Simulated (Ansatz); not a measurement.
Consider the formal hydrolysis of the Sn–B bond: `[BH2][SnH]([OH])[OH]` + H₂O → `[OH][SnH]([OH])[OH]` + BH₃.

Gas-phase electronic energies from Ansatz, PBE0-D4/def2-TZVP geometries. CCSD(T)/CBS adds triple-zeta CCSD(T) − MP2 to the extrapolated MP2 energy (def2 sets, frozen cores). This one scheme is used for every species. Functionals use def2-TZVPP. B3LYP here is the variant with VWN-RPA as its local correlation; programs differ in this. def2 core potentials past Kr. For Sn outer-core shells are correlated without core-valence functions, which leaves a few kJ/mol of doubt a bond. Each species was taken in one conformer, which may not be the lowest.

```csv
level,ΔE (kJ/mol),difference from CCSD(T)/CBS
PBE-D4,-30.6,7.5
r2SCAN-D4,-41.1,-3.0
PBE0-D4,-30.3,7.8
B3LYP-D4,-39.6,-1.5
ωB97X-V,-42.3,-4.2
ωB97M-V,-40.3,-2.2
B2PLYP,-43.7,-5.6
PBE,-31.3,6.8
r2SCAN,-41.3,-3.2
PBE0,-31.1,7.0
B3LYP,-40.8,-2.7
HF/def2-TZVPP,-51.0,-12.9
MP2/def2-TZVPP,-41.2,-3.1
SCS-MP2/def2-TZVPP,-44.9,-6.8
CCSD/def2-TZVPP,-37.5,0.6
CCSD(T)/def2-TZVPP,-38.2,-0.1
HF/def2-QZVPP,-51.9,-13.8
MP2/def2-QZVPP,-41.4,-3.3
SCS-MP2/def2-QZVPP,-45.0,-6.9
HF/CBS(def2),-52.0,-13.9
MP2/CBS(def2),-41.1,-3.0
CCSD/CBS(def2),-37.5,0.6
CCSD(T)/CBS,-38.1,0
```

Largest T1 diagnostic among the species: 0.014.

In def2-TZVPP, CCSD(T) changes the Hartree–Fock value by +12.8 kJ/mol (the triples alone add −0.6 kJ/mol) and MP2 by +9.8 kJ/mol.
